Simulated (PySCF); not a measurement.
Gas-phase reaction: 3 GaCl + 3 F2 → 2 GaF3 + GaCl3

Computed with PySCF and rigid-rotor harmonic-oscillator thermochemistry at 1 bar. † marks an energy on the PBE0/def2-TZVP geometry and frequencies; other levels use their own. MP2 and CCSD(T) freeze the core. All species are closed-shell singlets. B3LYP is the form with VWN-RPA correlation. Ga: all electrons, no relativistic terms. MP2 isn't extrapolated to the basis-set limit; its ΔH°(298 K) is -2201.1 kJ in def2-SVP and -2197.1 kJ in def2-TZVPP. CCSD(T) isn't extrapolated to the basis-set limit; its ΔH°(298 K) is -2038.6 kJ in def2-SVP and -2053.5 kJ in def2-TZVPP. The harmonic model lacks anharmonicity and excited electronic states, which grow with temperature; levels with a mode under 35 cm⁻¹ are left out.

| level | ΔE electronic, kJ | ΔH°(298 K), kJ | ΔS°(298 K), J/K | ΔG°(2500 K), kJ |
|---|---|---|---|---|
| B3LYP/def2-TZVP† | -1909 | -1899 | -415 | -927 |
| BLYP/def2-TZVP† | -1797 | -1787 | -415 | -815 |
| CCSD(T)/def2-TZVPP† | -2063 | -2053 | -415 | -1081 |
| M06-2X/def2-TZVP† | -2119 | -2109 | -415 | -1137 |
| MP2/def2-TZVPP† | -2207 | -2197 | -415 | -1225 |
| PBE/def2-SVP | -1869 | -1858 | -412 | -892 |
| PBE0/def2-SVP† | -1981 | -1971 | -415 | -999 |
| PBE0/def2-TZVP | -1983 | -1973 | -415 | -1001 |
| ωB97X-V/def2-TZVP† | -2039 | -2030 | -415 | -1057 |
ΔH° is lowest at MP2/def2-TZVPP† and highest at BLYP/def2-TZVP†. No reference value is set beside these.
